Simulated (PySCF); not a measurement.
Precursor series Cd OH-Br. Isolated molecules, 0 K electronic values unless said otherwise. One relaxed conformer stands for each flexible species; it need not be the lowest.

The HOMO–LUMO gap from two functionals at the same geometries (r2SCAN-D4/def2-SVP), both in PySCF: PBE-D3(BJ)/def2-TZVP and TPSSh-D3(BJ)/def2-TZVP. 

```json
[
 {"species": "0 of 2 OH replaced by Br ([Cd(OH)2])", "TPSSh-D3(BJ)/def2-TZVP (eV)": "5.33"},
 {"species": "1 of 2 OH replaced by Br ([Cd(OH)(Br)])", "TPSSh-D3(BJ)/def2-TZVP (eV)": "5.09"},
 {"species": "2 of 2 OH replaced by Br ([Cd(Br)2])", "TPSSh-D3(BJ)/def2-TZVP (eV)": "5.05"}
]
```

Problem. What does PBE-D3(BJ)/def2-TZVP give for each?

Solution. 
- 0 of 2 OH replaced by Br ([Cd(OH)2]): 4.09
- 1 of 2 OH replaced by Br ([Cd(OH)(Br)]): 3.91
- 2 of 2 OH replaced by Br ([Cd(Br)2]): 3.99
Over these rows, drawn at random from the members with no instability flagged (it was tested for open shells, ions and some series alone), PBE minus TPSSh-D3(BJ): mean -1.16 eV, from -1.23 eV to -1.06 eV.
